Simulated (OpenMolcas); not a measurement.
# Kr4+: from CASSCF to CASPT2

```
Program             : OpenMolcas 26.06
Basis               : ANO-RCC-VTZP [6s5p3d1f]
Scalar Hamiltonian  : DKH2, point nucleus
Active space        : 4 electrons in 4 orbitals (4s 4p)
State averaging     : 2S+1 = 3 even, 6 roots; 2S+1 = 1 even, 11 roots kept (CI in the orbitals of an earlier block); 2S+1 = 5 odd, 1 root; 2S+1 = 3 odd, 9 roots kept (CI in the orbitals of an earlier block); 2S+1 = 1 odd, 8 roots kept (CI in the orbitals of an earlier block)
Spin-orbit coupling : RASSI with atomic mean-field integrals over the reference wave functions, term energies averaged over their components
```

Methods on the same reference wave functions:
A. CASSCF
B. SS-CASPT2, IPEA 0.25 Eh, imaginary shift 0.1 Eh (closed shells correlated: 3d)
C. MS-CASPT2, IPEA 0.25 Eh, imaginary shift 0.1 Eh (closed shells correlated: 3d)

Energies in cm⁻¹ above 4s² 4p² ³P₀, the measured ground level; measured values from Saloman, J. Phys. Chem. Ref. Data 36, 215 (2007).

| Level | A | B | C | Measured |
| --- | --- | --- | --- | --- |
| 4s² 4p² ³P₀ | 0.0 | 0.0 | 0.0 | 0.0 |
| 4s² 4p² ³P₁ | 3361 | 3350 | 3350 | 3743 |
| 4s² 4p² ³P₂ | 7130 | 6940 | 6950 | 7595 |
| 4s² 4p² ¹D₂ | 22066 | 19190 | 19210 | 19723 |
| 4s² 4p² ¹S₀ | 37824 | 38260 | 38290 | 39204 |
| 4s 4p³ ⁵S°₂ | 83642 | 91510 | 91540 |  |
| 4s 4p³ ³D°₂ | 136674 | 125650 | 125690 |  |
| 4s 4p³ ³D°₁ | 136838 | 125710 | 125750 |  |
| 4s 4p³ ³D°₃ | 137619 | 126400 | 126430 | 131016 |
| 4s 4p³ ³P°₀ | 153596 | 146970 | 147000 | 147925 |
| 4s 4p³ ³P°₁ | 153993 | 147240 | 147270 | 148287 |
| 4s 4p³ ³P°₂ | 154601 | 147730 | 147760 | 148668 |
| 4s 4p³ ¹D°₂ | 197268 | 176050 | 176080 | 163387 |
| 4s 4p³ ³S°₁ [73 %] | 201656 | 189930 | 189960 | 185064 |
| 4s 4p³ ¹P°₁ [73 %] | 214476 | 198460 | 198490 | 194041 |

Deviations, from unrounded energies. A percentage is the sum of absolute deviations over the sum of measured energies, with the sign that they share, or ± where signs differ.

```csv
Against measurement,Levels,A,B,C
mean absolute deviation (cm-1),11,9000,2900,2900
fine structure of the ground term (%),2,-7.5,-9.3,-9.1
other terms of the ground configuration (%),2,±6.3,-2.5,-2.4
other configurations (%),7,+8.5,±2.6,±2.6
```

B, C lie about equally close to measurement and A furthest from it. The largest miss of C in the table is 4s 4p³ ¹D°₂, by +13000 cm-1. The ranking rests on the paired levels alone, and a cruder setting can come out closer through cancelling errors.

Between B and C the level of the table that moves most is 4s 4p³ ³S°₁ [73 %], by 32 cm-1 (lowest in B, highest in C). Moves below CASPT2's spread within the term are not significant.

The two smallest mean deviations differ by little beside CASPT2's spread within terms, so their order carries little weight.

From A to B the spin-free energies of the other terms of 4s² 4p² shown, above ³P, scale by factors of 0.81 to 1.01.

The lowest spin-free term lies below A's lowest term by 0.108 hartree in B, 0.108 hartree in C.

CASPT2 does not keep the components of a term degenerate, so their means are used; among the terms shown or strongly mixed into the levels shown the widest spread is 1400 cm-1 (4s 4p³ ¹D°, C). Over all roots computed the reference weight is 0.87 to 0.99 in B, 0.87 to 0.99 in C; the roots of lowest weight are the least certain, and an intruder state may touch them. Terms from blocks run as CI alone lack orbitals of their own. Terms of s pⁿ other than that of highest spin mix with s² pⁿ⁻² d, which this space lacks; all of them can be thousands of cm-1 off, and some have no real level of that name. Some levels mix across a computed gap that differs much from the measured one, so their mixing is not that of the real levels (holds for A). Measured partners are found by configuration, term and J. A level has none where our copy of the source lacks it or the pairing is in doubt (some pairs that miss far off the trend of their configuration count as doubtful), and it then counts in no deviation. Only configurations of the active space appear. Levels that lie high or do not pair safely by name in every column are left out.

A share in square brackets marks a mixed level and gives the weight of the term that names it, the lowest over the columns. ° marks odd parity.
